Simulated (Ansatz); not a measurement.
System: CW, charge 0, multiplicity 3. The spin state was set by rule; other spins were not relaxed. 
Coordinates optimised at B3LYP-D3(BJ)/def2-TZVP (Ansatz, a quantum-chemistry and plane-wave program):
SMILES: [C][W]
```xyz
2

W      0.0000     0.0000    -0.1279
C      0.0000     0.0000     1.5774
```
Charge 0, spin multiplicity 3.

Basis-set convergence of Hartree-Fock and CCSD correlation energies (hartree) with Ansatz. Correlated levels leave the core frozen unless marked. UHF or UKS for open shells. No spin-orbit coupling. The frozen core is the preceding noble-gas configuration, with the filled d and f shells of earlier blocks. Past Kr the def2 sets carry scalar-relativistic core potentials.

The UHF reference is spin-contaminated (<S^2> 1.06 over the pure value in the largest basis). The T1 diagnostic of CCSD in the largest basis is 0.117, which is high, so the coupled-cluster rows are less sure than usual.

| basis | functions | E(HF) | E(corr, CCSD) |
|---|---|---|---|
| def2-SVPD | 55 | -104.01676 | -0.26744 |
| def2-TZVPPD | 96 | -104.07507 | -0.30526 |
| def2-QZVPPD | 147 | -104.07761 | -0.31695 |

Extrapolating the two largest sets (X = 3 and 4) as X^-3: E(corr) = (64·(-0.31695) - 27·(-0.30526))/37 = -0.3255 Eh, an estimate of the basis-set limit. The largest set recovers 97.4 % of it, the smallest 82.2 %.
